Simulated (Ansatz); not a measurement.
Gas-phase electronic energies from Ansatz, PBE0-D4/def2-TZVP geometries. CCSD(T)/CBS is the MP2 limit (def2-TZVPP, def2-QZVPP) plus CCSD(T) − MP2 in def2-TZVPP, frozen cores. This one scheme is used for every species. Functionals use def2-TZVPP. B3LYP here is the variant with VWN-RPA as its local correlation; programs differ in this. HSE06 is defined as in plane-wave codes. Triplets are unrestricted, without spin–orbit coupling. def2 core potentials past Kr. For In outer-core shells are correlated without core-valence functions, which leaves a few kJ/mol of doubt a bond. Each species was taken in one conformer, which may not be the lowest.

Reaction (formal loss of a carbene): `[CH3][In]([CH3])[SH]` → `[CH2]` (triplet) + `[CH3][InH][SH]`

`[CH3][In]([CH3])[SH]`:

Cartesian coordinates in Å:
```
C 1.204 -0.284 -1.770
In 0.055 0.284 -0.049
C -0.968 -0.885 1.434
S -0.128 2.672 0.220
H 1.960 0.473 -1.978
H 1.687 -1.249 -1.620
H 0.543 -0.358 -2.636
H -2.017 -0.988 1.149
H -0.921 -0.383 2.401
H -0.532 -1.880 1.522
H -0.882 2.597 1.328
```

`[CH2]` (triplet):

Z-matrix (Å, degrees):
```
C
H 1 1.079
H 1 1.079 2 134.9
```

`[CH3][InH][SH]`:

Cartesian coordinates in Å:
```
C -0.664 1.036 -0.347
In 0.860 -0.142 0.591
S 0.747 -2.514 0.247
H -0.241 1.558 -1.207
H -1.481 0.400 -0.687
H -1.052 1.782 0.349
H 2.189 0.336 1.566
H -0.359 -2.456 -0.512
```

```
             level  ΔE (kcal/mol)  difference from CCSD(T)/CBS
       LDA (SPW92)          125.5                         14.3
            PBE-D4          111.4                          0.2
         revPBE-D4          107.6                         -3.6
           BLYP-D4          108.3                         -2.9
         r2SCAN-D4          104.5                         -6.7
            B97M-V          107.6                         -3.6
           PBE0-D4          109.0                         -2.2
          B3LYP-D4          108.1                         -3.1
        r2SCAN0-D4          103.3                         -7.9
          HSE06-D4          109.1                         -2.1
          BHLYP-D4          104.9                         -6.3
      CAM-B3LYP-D4          108.5                         -2.7
           ωB97X-V          111.8                          0.6
           ωB97M-V          110.3                         -0.9
            B2PLYP          108.4                         -2.8
          PBE-QIDH          109.3                         -1.9
               PBE          110.1                         -1.1
            revPBE          104.6                         -6.6
              BLYP          105.7                         -5.5
            r2SCAN          104.1                         -7.1
              PBE0          107.8                         -3.4
             B3LYP          106.0                         -5.2
           r2SCAN0          102.8                         -8.4
             HSE06          108.0                         -3.2
             BHLYP          103.1                         -8.1
           LC-ωPBE          106.6                         -4.6
RPA@PBE/def2-TZVPP          106.2                         -5.0
       HF/def2-SVP           73.2                        -38.0
      MP2/def2-SVP          106.6                         -4.6
     CCSD/def2-SVP          101.5                         -9.7
  CCSD(T)/def2-SVP          103.5                         -7.7
     HF/def2-TZVPP           73.1                        -38.1
    MP2/def2-TZVPP          112.6                          1.4
SCS-MP2/def2-TZVPP          111.8                          0.6
   CCSD/def2-TZVPP          105.1                         -6.1
CCSD(T)/def2-TZVPP          108.1                         -3.1
     HF/def2-QZVPP           73.1                        -38.1
SCS-MP2/def2-QZVPP          113.9                          2.7
      HF/CBS(def2)           73.1                        -38.1
    CCSD/CBS(def2)          108.2                         -3.0
       CCSD(T)/CBS          111.2                            0
```

Largest T1 diagnostic among the species: 0.013.

From PBE to PBE0 (25 % exact exchange), in def2-TZVPP and without D4, ΔE moves by −2.3 kcal/mol. Leaving LDA and LC-ωPBE aside and taking each functional with its dispersion term where it has one, the values spread over 8.5 kcal/mol, from r2SCAN0-D4 to ωB97X-V. LDA lies +15.5 kcal/mol from PBE without D4.

CCSD(T)/CBS has its own doubt, a few kJ/mol and more with outer-core shells, so smaller differences from it don't rank the levels.
